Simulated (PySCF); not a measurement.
Species: C₆H₆F₃O (doublet state).
Structure used (GFN2-xTB), in Å, numbered top down from 1:
```
atom  x, y, z in Å
F1     2.883   -1.152   -0.433
C2     2.406   -0.052    0.165
F3     2.803   -0.114    1.449
F4     3.054    0.992   -0.376
C5     0.913    0.060    0.032
C6     0.147   -0.868   -0.573
C7    -1.327   -0.654   -0.690
C8    -1.809    0.223    0.480
C9    -0.886    1.365    0.669
O10    0.444    1.212    0.564
H11    0.594   -1.754   -0.985
H12   -1.849   -1.612   -0.691
H13   -1.551   -0.155   -1.638
H14   -2.821    0.590    0.310
H15   -1.829   -0.400    1.385
H16   -1.178    2.328    1.039
```

The hyperfine couplings belong to this conformer and change with its torsions.

The species is `FC(F)(F)C1=CCC[CH]O1` [radical].

The calculation used UKS B3LYP, pcH-1 on C F H O, non-relativistic, mean-field spin-orbit, GIAO (PySCF 2.14.0). The structure is a single GFN2-xTB conformer in the gas phase; no vibrational or solvent corrections. The geometry wasn't refined by DFT: couplings that depend on bond lengths, twists or pyramidal angles can differ widely from those at the functional's own minimum. The SCF solution wasn't tested for stability.

Principal values of hyperfine tensors in MHz (contact and dipolar terms together), for some of the nuclei:

| atom | isotope | A1 | A2 | A3 |
| --- | --- | --- | --- | --- |
| H15 | 1H | 118.37 | 121.38 | 131.29 |
| C9 | 13C | 14.46 | 16.76 | 245.22 |
| H16 | 1H | -98.65 | -63.04 | -25.96 |
| C8 | 13C | -31.53 | -31.14 | -27.58 |
| C7 | 13C | 23.67 | 24.38 | 30.51 |
| H14 | 1H | 16.98 | 18.36 | 31.15 |
| H12 | 1H | 13.49 | 14.69 | 19.09 |
| H13 | 1H | 8.26 | 8.73 | 16.81 |

Problem. Give the isotropic coupling of each nucleus in MHz and in mT (g = 2.0029), and the anisotropic part.

Solution. a_iso is a third of the trace, T = A − a_iso, and a(mT) = a(MHz)/(g × 13.996).

```
atom  a_iso (MHz)  a_iso (mT)      T1      T2      T3
 H15       123.68       4.412   -5.31   -2.30    7.61
  C9        92.14       3.287  -77.69  -75.39  153.08
 H16       -62.55      -2.231  -36.10   -0.49   36.59
  C8       -30.08      -1.073   -1.45   -1.05    2.50
  C7        26.19       0.934   -2.52   -1.80    4.32
 H14        22.16       0.791   -5.18   -3.80    8.98
 H12        15.75       0.562   -2.27   -1.07    3.33
 H13        11.27       0.402   -3.01   -2.54    5.54
```

Problem. What spin density at the nucleus of H15 lies behind its contact coupling (g_N = 5.58569)?

Solution. a_FC = 800.24 MHz bohr³ × g_N × ρ(0)/(2S). With a_FC = 123.68 MHz and 2S = 1, ρ(0) = 0.02767 bohr⁻³. In magnitude that is 8.7 % of the 1/π = 0.318 of a free hydrogen atom.

Problem. O10 (17O, g_N = -0.75752) isn't in the table. Its spin density at the nucleus is 0.01864 bohr⁻³. What is its contact coupling?

Solution. By the same relation, a_FC = -11.30 MHz. Its full tensor has the principal values -52.58, 8.02, 10.65 MHz.

Problem. Name the largest traceless tensor T of the table and describe it.

Solution. C9: -77.7, -75.4, 153.1 MHz, axial, in the ratio −1:−1:+2, the form that spin in one p orbital centred on that nucleus gives.

Problem. What first-order splitting does C9 cause when the field lies along A1, A2 or A3 of its tensor (g taken as isotropic, no quadrupole term)?

Solution. 2 lines (I = 1/2), spaced by |A_i|/(g × 13.996): 0.52, 0.60, 8.75 mT along the axes of A1, A2 and A3.

Hardware: one thread, Arm Neoverse V2 (aarch64), shared host with 32 logical CPUs at a one-minute load of 9.1. Cost: 88 s wall (with the writing of density and orbital grids), 1.1 GiB resident at most.
